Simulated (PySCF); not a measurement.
Compound: Ti(OH)F3 (singlet state).
Bonds: Ti1–O2, Ti1–F4, Ti1–F5, Ti1–F6. Hydrogens: H3 on O2.

Method used: PySCF, TDDFT B3LYP/def2-SVPD, vertical, gas phase, core orbitals frozen in the response. Isolated species at its PBE0-D3(BJ)/def2-SVP geometry, gas phase.

```json
{"state": "S1", "λ (nm)": "204.5", "E (eV)": "6.06", "f": "0.0000", "main configurations (H = HOMO, L = LUMO)": "H-1/H→L/L+1 (≥78%)"}
{"state": "S2", "λ (nm)": "200.4", "E (eV)": "6.19", "f": "0.0019", "main configurations (H = HOMO, L = LUMO)": "H-1/H→L/L+1 (≥91%)"}
{"state": "S3", "λ (nm)": "200.4", "E (eV)": "6.19", "f": "0.0018", "main configurations (H = HOMO, L = LUMO)": "H-1/H→L/L+1 (≥90%)"}
{"state": "S4", "λ (nm)": "184.9", "E (eV)": "6.70", "f": "0.035", "main configurations (H = HOMO, L = LUMO)": "H-1/H→L/L+1 (≥61%)"}
{"state": "S5", "λ (nm)": "175.5", "E (eV)": "7.06", "f": "0.0014", "main configurations (H = HOMO, L = LUMO)": "H-1/H→L+2 (98%)"}
{"state": "S6", "λ (nm)": "175.4", "E (eV)": "7.07", "f": "0.0014", "main configurations (H = HOMO, L = LUMO)": "H-1/H→L+2 (98%)"}
{"state": "S7", "λ (nm)": "168.3", "E (eV)": "7.37", "f": "0.0000", "main configurations (H = HOMO, L = LUMO)": "H-1/H→L+3 (≥50%), H-1/H→L+4 (≥26%)"}
{"state": "S8", "λ (nm)": "167.4", "E (eV)": "7.41", "f": "0.0022", "main configurations (H = HOMO, L = LUMO)": "H-2→L/L+1 (≥67%), H-3→L/L+1 (≥10%), H-4→L/L+1 (≥10%)"}
{"state": "S9", "λ (nm)": "167.2", "E (eV)": "7.41", "f": "0.0022", "main configurations (H = HOMO, L = LUMO)": "H-2→L/L+1 (≥65%), H-3→L/L+1 (≥12%), H-4→L/L+1 (≥11%)"}
{"state": "S10", "λ (nm)": "166.5", "E (eV)": "7.45", "f": "0.0015", "main configurations (H = HOMO, L = LUMO)": "H-1/H→L+4 (≥41%), H-1/H→L+3 (≥38%), H-2→L/L+1 (≥8%)"}
{"state": "S11", "λ (nm)": "166.5", "E (eV)": "7.45", "f": "0.0014", "main configurations (H = HOMO, L = LUMO)": "H-1/H→L+4 (≥41%), H-1/H→L+3 (≥38%)"}
{"state": "S12", "λ (nm)": "162.7", "E (eV)": "7.62", "f": "0.0000", "main configurations (H = HOMO, L = LUMO)": "H-3→L/L+1 (≥44%), H-4→L/L+1 (≥43%)"}
{"state": "S13", "λ (nm)": "162.6", "E (eV)": "7.62", "f": "0.0018", "main configurations (H = HOMO, L = LUMO)": "H-3→L/L+1 (≥43%), H-4→L/L+1 (≥42%)"}
{"state": "S14", "λ (nm)": "159.5", "E (eV)": "7.77", "f": "0.0050", "main configurations (H = HOMO, L = LUMO)": "H-5→L/L+1 (≥35%), H-4→L/L+1 (≥16%), H-3→L/L+1 (≥15%)"}
{"state": "S15", "λ (nm)": "159.4", "E (eV)": "7.78", "f": "0.0048", "main configurations (H = HOMO, L = LUMO)": "H-5→L/L+1 (≥37%), H-4→L/L+1 (≥16%), H-3→L/L+1 (≥15%)"}
```

Triplets, Tamm–Dancoff:

| state | E (eV) | λ (nm) | main configurations (H = HOMO, L = LUMO) |
| --- | --- | --- | --- |
| T1 | 5.70 | 217.3 | H-1/H→L/L+1 (≥74%) |
| T2 | 5.86 | 211.6 | H-1/H→L/L+1 (≥85%) |
| T3 | 5.86 | 211.5 | H-1/H→L/L+1 (≥84%) |

The lowest singlet comes at 205 nm (585 kJ/mol) in the ultraviolet; it is dark (f under 0.0005); its leading configuration is HOMO-1/HOMO→LUMO/LUMO+1 (≥78%). The strongest level in the table is S4 at 6.70 eV (185 nm, f = 0.035). S2/S3, S5/S6, S8/S9, S10/S11, S12/S13 and S14/S15 lie within about 0.01 eV of each other in each set. For S1 the Löwdin share of titanium is 6% in HOMO and 78% in LUMO (ligand-to-metal charge transfer by this measure). Orbital energies (eV): HOMO-3 -12.00, HOMO-2 -11.71, HOMO-1 -10.52, HOMO -10.52, LUMO -2.79, LUMO+1 -2.78, LUMO+2 -1.97. Weighted by f, the mean energy of these states is 6.98 eV. Of the 15 states listed, 1 reaches f = 0.01 and 3 stay under 0.0005. All these states lie below the vertical ionisation energy of 13.22 eV (ΔSCF). Orbitals of the list HOMO-3 to LUMO+2 that lie within 0.01 eV of each other are written together with a slash and their weights summed (≥ marks a lower bound); for degenerate orbitals outside that list single weights are arbitrary. Singlets were solved by full linear response, triplets in the Tamm–Dancoff approximation.

Time: 51 s. Hardware: an Arm Neoverse V1 with one thread, on a shared host.
